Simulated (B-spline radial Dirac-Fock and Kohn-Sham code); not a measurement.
ΔSCF core binding energies without Breit or QED terms, calculated with a radial B-spline solver.

A sound run for erbium as Er²⁺, configuration [Xe] 4f12: The ground state converged in 11 iterations, with total energy -13091.64195 Ha, virial ratio 1.90635 and highest orbital energy -26.91 eV. ΔSCF binding energies: K (1s) 57761.5 eV, L3 (2p3/2) 8393.4 eV, M5 (3d5/2) 1427.4 eV.

A second run, with one unsound setting: The ground state converged in 13 iterations, with total energy -13340.09037 Ha, virial ratio 1.22894 and highest orbital energy -18.34 eV. ΔSCF binding energies: K (1s) 26438.8 eV, L3 (2p3/2) 8580.4 eV, M5 (3d5/2) 1332.8 eV.

```
iter   energy (Ha)        error
   1   -13319.12794727  1.48e+01
   2   -13266.80435733  1.40e+00
   3   -13327.31461688  9.23e-01
   4   -13339.60130668  2.41e-01
   5   -13340.02020104  9.53e-02
   6   -13340.02509078  6.01e-02
   7   -13340.07259084  3.25e-02
   8   -13340.09019463  2.77e-03
   9   -13340.09036865  2.15e-04
  13   -13340.09037334  6.26e-08
```

Question: Which fault fits the second run best?
A. too few quadrature points
B. speed of light below Z
C. unbound anion
D. too few iterations

Answer: B. The input had c_factor = 0.4581: c_factor makes c so small that Zα exceeds 1, so any numbers that come out have no meaning.
